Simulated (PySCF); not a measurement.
A run for PySCF: R-BP86/LANL2DZ on AlBrH2 (SMILES [AlH2][Br]), a point of a bond scan (R = 2.267 Å).

```python
from pyscf import gto, scf, dft, mp
from pyscf.data.elements import chemcore

mol = gto.M(
    atom='''
    Al   -0.83541046   -1.29867282    0.20638148
    H    -0.32444596   -2.32948796    1.27376836
    H    -2.12574011   -1.47940621   -0.66846947
    Br    0.38030063    0.59118974   -0.09395023
    ''',
    basis='lanl2dz',
    ecp={'Al': 'lanl2dz', 'Br': 'lanl2dz'},
    charge=0, spin=0, verbose=3, max_memory=1800)
mf = dft.RKS(mol, xc='b88,p86')
mf.conv_tol = 1e-8
mf.max_cycle = 100
mf.kernel()
if not mf.converged:
    mf = mf.newton().run(mf.mo_coeff, mf.mo_occ)
```

Output:

```
converged SCF energy = -16.4301603883626
```

The calculation finished and met its thresholds.

Cost: very roughly 1.2 core-seconds.
